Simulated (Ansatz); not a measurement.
```yaml
crystal:
  periodic: [false, false, false]
  atoms:
    - {symbol: F, position_ang: [-1.246017, -3.918643, -1.432482]}
    - {symbol: Ge, position_ang: [0.523723, -2.718855, -1.293339]}
    - {symbol: F, position_ang: [1.931734, -3.960738, -0.261836]}
    - {symbol: F, position_ang: [1.317542, -2.538305, -3.275306]}
    - {symbol: C, position_ang: [0.111807, -0.601064, -0.284242]}
    - {symbol: C, position_ang: [1.071888, 0.777166, -0.740693]}
    - {symbol: C, position_ang: [0.775960, 2.313083, 0.003477]}
    - {symbol: C, position_ang: [-0.473138, 2.472760, 1.195620]}
    - {symbol: C, position_ang: [-1.434144, 1.101511, 1.646464]}
    - {symbol: C, position_ang: [-1.145977, -0.438503, 0.907941]}
    - {symbol: H, position_ang: [2.041454, 0.658387, -1.680224]}
    - {symbol: H, position_ang: [1.520039, 3.387899, -0.351031]}
    - {symbol: H, position_ang: [-0.702315, 3.676056, 1.774699]}
    - {symbol: H, position_ang: [-2.413429, 1.231580, 2.573099]}
    - {symbol: H, position_ang: [-1.906377, -1.505586, 1.254481]}
basis:
  gaussian: {orbitals: pcseg-2}
hamiltonian: {xc: {name: PBE0-DH}}
scf: {lower_state_search: light}
output: {forces: true}
```

```sh
$ ansatz run in.yaml --threads 4 --pin off --events-out ev --progress --plain --max-ram 66560MiB --backend cuda --devices 0, --max-vram 37GiB
```

Shortened log:

```
Functional definition: PBE0-DH
2323 factors; integrals over basis functions are off by at most 1.0e-3 eV
mean field evaluation 1: about -70916.3950 eV, gradient 7.0e1 eV
mean field evaluation 2: about -70916.5330 eV, gradient 7.0e1 eV
mean field evaluation 4: about -70925.9002 eV, gradient 1.4e1 eV
mean field evaluation 8: about -70926.5444 eV, gradient 1.1e0 eV
mean field evaluation 16: about -70926.5559 eV, gradient 2.6e-3 eV
mean field -70926.55585070 eV, -2606.5028517669 hartree, gradient 7.9e-6 eV, S^2 0.000000; 0 other end points of the search recorded, 0 dependent functions left out; unrestricted orbitals would lower it
18 core orbitals not correlated: weight in the atoms' cores, before any rotation towards them, 1.000 or more for the frozen orbitals, at most 0.000 for the correlated occupied ones
reference -70926.55588335 eV, -2606.5028529669 hartree; 32, 32 occupied and 333, 333 virtual orbitals, 2323 factors
second order -69.52777340 eV of doubles, -0.00000000 eV of singles
Total energy: -70935.24685503 eV, -2606.8222402850 hartree
Atom 0 at    -1.246017    -3.918643    -1.432482 Å, force     3.899277     2.667461     0.335105 eV/Å
Atom 1 at     0.523723    -2.718855    -1.293339 Å, force     0.385706    -2.005594    -0.963274 eV/Å
Atom 2 at     1.931734    -3.960738    -0.261836 Å, force    -3.127949     2.759236    -2.290530 eV/Å
Atom 3 at     1.317542    -2.538305    -3.275306 Å, force    -1.740339    -0.367398     4.388149 eV/Å
Atom 4 at     0.111807    -0.601064    -0.284242 Å, force    -0.804092     4.125837     1.956880 eV/Å
Atom 5 at     1.071888     0.777166    -0.740693 Å, force    -1.345464     0.290718     1.288995 eV/Å
Atom 6 at     0.775960     2.313083     0.003477 Å, force    -1.558933    -2.015646     0.782647 eV/Å
Atom 7 at    -0.473138     2.472760     1.195620 Å, force     0.407513    -2.209804    -1.082761 eV/Å
Atom 8 at    -1.434144     1.101511     1.646464 Å, force     1.943564    -0.097148    -1.822274 eV/Å
Atom 9 at    -1.145977    -0.438503     0.907941 Å, force     0.968387     1.559716    -0.429354 eV/Å
Atom 10 at     2.041454     0.658387    -1.680224 Å, force    -3.572613     0.365889     3.432303 eV/Å
Atom 11 at     1.520039     3.387899    -0.351031 Å, force    -2.695253    -3.984854     1.255809 eV/Å
Atom 12 at    -0.702315     3.676056     1.774699 Å, force     0.841307    -4.414531    -2.123768 eV/Å
Atom 13 at    -2.413429     1.231580     2.573099 Å, force     3.578698    -0.545513    -3.408308 eV/Å
Atom 14 at    -1.906377    -1.505586     1.254481 Å, force     2.820191     3.871631    -1.319618 eV/Å
Dipole moment:    -0.338482     1.751838     0.837726 e Å
```

Run time 9.5 s (4 threads of an AMD EPYC 7R13 on a shared host and a share of an NVIDIA H100 80 GB); peak host memory 2.2 GiB.
